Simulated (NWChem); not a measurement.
Molecule: hydrogen telluride (H2Te); SMILES [TeH2]

All runs: NWChem. All runs use the structure optimised with PBE0/def2-SVP. def2 effective core potentials on Te; no spin-orbit coupling. Ions are spin-unrestricted doublets at the neutral geometry; other ion states weren't tried.

For level LDA (Slater exchange, VWN5)/def2-SVPD:

vertical ionisation energy, ΔSCF (eV): 9.19
−ε(HOMO) (eV): 5.62

Q: How do the values read with level LRC-wPBEh/def2-SVPD instead?

A: 
| Property | Value |
|---|---|
| vertical ionisation energy, ΔSCF (eV) | 8.98 |
| −ε(HOMO) (eV) | 8.37 |
